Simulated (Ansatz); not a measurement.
Geometry optimisation, RKS revPBE-D4/def2-SVP (Ansatz).

Input:

```yaml
crystal:
  periodic: [false, false, false]
  atoms:
    - { symbol: Al, position_ang: [0.416107, -0.081865, -0.202157] }
    - { symbol: H, position_ang: [1.253212, -1.383266, -0.078166] }
    - { symbol: C, position_ang: [-0.845212, 0.082944, -1.709258] }
    - { symbol: C, position_ang: [0.767918, 1.352627, 1.104362] }
    - { symbol: H, position_ang: [0.175794, -2.523379, 1.024895] }
    - { symbol: Br, position_ang: [-1.039474, -2.817492, 1.831142] }
    - { symbol: H, position_ang: [-0.45613, 0.800305, -2.466264] }
    - { symbol: H, position_ang: [-1.026617, -0.878743, -2.231572] }
    - { symbol: H, position_ang: [-1.827463, 0.485351, -1.380737] }
    - { symbol: H, position_ang: [-0.077388, 2.064356, 1.206774] }
    - { symbol: H, position_ang: [1.005187, 0.949889, 2.11156] }
    - { symbol: H, position_ang: [1.653968, 1.949073, 0.789421] }
basis:
  gaussian: { orbitals: def2-SVP }
hamiltonian:
  xc: revpbe
  dispersion: d4
relax:
  f_tol: 0.03
  max_steps: 50
```

Command:

```bash
$ ansatz run input.yaml --threads 2 --pin off --max-ram 3072MiB --backend cpu --events-out ev --progress --plain --runs-dir out
```

Q: Where does it end, and by what steps?

A: The forces met the threshold. The force dipped under the threshold on the way, but the program's further checks kept it going. After 15 steps the energy has fallen by 1.522 eV; H5 moved furthest, 1.43 Å. Parted: Al1–H2, H5–Br6. Joined: Al1–Br6, H2–H5.

```json
{"step": "0", "energy less start (eV)": "0.0000", "largest force component (eV/Å)": "0.866", "accepted": "yes"}
{"step": "1", "energy less start (eV)": "-0.0831", "largest force component (eV/Å)": "0.279", "accepted": "yes"}
{"step": "2", "energy less start (eV)": "-0.1185", "largest force component (eV/Å)": "0.636", "accepted": "yes"}
{"step": "3", "energy less start (eV)": "-0.1710", "largest force component (eV/Å)": "0.689", "accepted": "yes"}
{"step": "4", "energy less start (eV)": "-0.2387", "largest force component (eV/Å)": "0.465", "accepted": "yes"}
{"step": "5", "energy less start (eV)": "-0.3345", "largest force component (eV/Å)": "1.054", "accepted": "yes"}
{"step": "6", "energy less start (eV)": "-0.5811", "largest force component (eV/Å)": "1.476", "accepted": "yes"}
{"step": "7", "energy less start (eV)": "-1.0224", "largest force component (eV/Å)": "1.253", "accepted": "yes"}
{"step": "8", "energy less start (eV)": "-1.2554", "largest force component (eV/Å)": "1.397", "accepted": "yes"}
{"step": "9", "energy less start (eV)": "-1.4143", "largest force component (eV/Å)": "0.722", "accepted": "yes"}
{"step": "10", "energy less start (eV)": "-1.4628", "largest force component (eV/Å)": "0.610", "accepted": "yes"}
{"step": "11", "energy less start (eV)": "-1.4003", "largest force component (eV/Å)": "1.529", "accepted": "no"}
{"step": "12", "energy less start (eV)": "-1.5024", "largest force component (eV/Å)": "0.322", "accepted": "yes"}
{"step": "13", "energy less start (eV)": "-1.5183", "largest force component (eV/Å)": "0.080", "accepted": "yes"}
{"step": "14", "energy less start (eV)": "-1.5213", "largest force component (eV/Å)": "0.016", "accepted": "yes"}
{"step": "15", "energy less start (eV)": "-1.5220", "largest force component (eV/Å)": "0.024", "accepted": "yes"}
```

```xyz
12
Properties=species:S:1:pos:R:3
Al -0.450 -0.153 0.322
H 1.565 -1.427 -0.259
C -0.930 -0.094 -1.581
C 0.667 1.164 1.256
H 1.177 -1.901 0.212
Br -1.547 -1.715 1.623
H -0.179 0.458 -2.187
H -1.052 -1.109 -2.014
H -1.904 0.428 -1.713
H 0.055 2.049 1.540
H 1.108 0.762 2.191
H 1.490 1.538 0.610
```

Whether the end is a true minimum wasn't checked by a vibrational analysis.

Run time: 33 s on 2 threads of Arm Neoverse V2, with other jobs on the host, peak memory 0.16 GiB.
